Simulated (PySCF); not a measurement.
Electron correlation in Mo⁺ (molybdenum, charge +1)

[Kr] 4d4 5s1, high-spin 6D determinant (an excited configuration). Calculation: PySCF 2.14, in def2-QZVPPD with the def2 core potential (28 electrons); a scalar-relativistic core potential. Frozen: nothing; 13 electrons correlated.

```json
{"level": "CCSD", "correlation energy (mhartree)": "-371.19"}
{"level": "(T)", "correlation energy (mhartree)": "-10.36"}
{"level": "CCSD(T)", "correlation energy (mhartree)": "-381.55"}
```

Diagnostics: T1 = 0.0080, D1 = 0.0369, largest double amplitude 0.020.

Question: Is a single reference adequate?

Answer: Yes, within this model without spin-orbit coupling: T1 lies below 0.03 and no double amplitude reaches 0.07.

The basis has no tight functions for the innermost shells, so their pair energies are far from complete.

This basis was not built for core-valence correlation, so the inner-shell part is incomplete.
